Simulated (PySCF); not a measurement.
SeF₃, SMILES F[Se+](F)F, charge +1.

Geometry optimised at TPSSh-D3(BJ)/def2-SVP. The multiplicity is an assumed one; other spin states were not compared. The isomer is the one that the SMILES or the coordinates give; other isomers of the formula were not compared.

Two levels are set side by side: PBE/def2-TZVPD (PySCF) and r2SCAN/def2-TZVPD (PySCF). Same geometry, gas phase. Differences are taken from unrounded values.

```json
[
 {"quantity": "orbital gap (eV)", "PBE": "6.65"},
 {"quantity": "highest occupied level (eV)", "PBE": "-17.34"},
 {"quantity": "lowest empty level (eV)", "PBE": "-10.69"},
 {"quantity": "mean polarisability (bohr³)", "PBE": "25.8"}
]
```

### Question
These are the PBE values. What does r2SCAN give? (Estimate from the structure and the level; the computed values follow.)

### Answer

```csv
quantity,r2SCAN,PBE minus r2SCAN
orbital gap (eV),7.20,-0.55
highest occupied level (eV),-17.76,0.42
lowest empty level (eV),-10.56,-0.13
mean polarisability (bohr³),25.0,0.8
```

Rough cost on one machine, each run with all the roots and properties that it gave: r2SCAN against PBE about 4 times.
